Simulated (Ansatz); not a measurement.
A series at Sn: from `[SH][Sn]([SH])([SH])[SH]`, ligands are replaced one by one, each step taking up H₂ and setting free H₂S; n counts the steps. Ansatz, PBE0-D4/def2-TZVP geometries. Each molecule was computed in one conformer, which needn't be the lowest.

```tsv
n	molecule	HOMO energy, ωB97M-V/def2-TZVPP (eV)
0	`[SH][Sn]([SH])([SH])[SH]`	?
1	`[SH][SnH]([SH])[SH]`	-9.71
2	`[SH][SnH2][SH]`	-9.49
3	`[SH][SnH3]`	-9.45
4	`[SnH4]`	-11.38
```

**Question.** By hand: fit a straight line y = ȳ + b (n − n̄) to the 4 given rows and predict n = 0.

**Answer.** n̄ = 2.500, ȳ = -10.008; Σ(n − n̄)(y − ȳ) = -2.485, Σ(n − n̄)² = 5.000, so b = -0.497 eV a step. Prediction: -10.008 + (-0.497) × (-2.500) = -8.77 eV.

**Question.** By hand: compare with the computed value, -9.85 eV, and give the steps along the whole series.

**Answer.** The line misses by -1.08 eV (computed minus predicted). Steps: 0.14, 0.22, 0.04, -1.93 eV.

The steps change sign along the series, so a line is a poor guide. The highest orbital can change its character along such a series. The miss is 56.0 % of the series' range.
